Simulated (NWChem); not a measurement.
# Si3H6, singlet; SMILES [SiH3][Si][SiH3]

```xyz
9

Si     0.0000     0.0000     1.2298
Si    -1.8050     0.0000    -0.3396
H     -2.6430    -1.2071    -0.0318
H     -1.5019     0.0000    -1.8063
H     -2.6430     1.2071    -0.0318
Si     1.8050     0.0000    -0.3396
H      2.6430     1.2071    -0.0318
H      1.5019     0.0000    -1.8063
H      2.6430    -1.2071    -0.0318
```
Atoms are numbered in this order, from 1.

This is a stationary point of PBE0/def2-SVP (NWChem), point group C2v. Low-valent species are run as closed-shell singlets; no triplet was tried in these runs.

Is it a minimum? If not, what does it relax to?

No. It has an imaginary frequency of 138i cm⁻¹. Following that mode (on a finer grid) lowers the energy by 1.6 kcal/mol and ends, with real frequencies alone, at point group C2:
```xyz
9

Si     0.0000     0.0000     1.3049
Si    -1.6771     0.1369    -0.3807
H     -1.9345    -1.3272    -0.6259
H     -1.2797     0.7559    -1.6868
H     -2.9604     0.7572     0.0742
Si     1.6771    -0.1369    -0.3807
H      1.9345     1.3272    -0.6259
H      1.2797    -0.7559    -1.6868
H      2.9604    -0.7572     0.0742
```
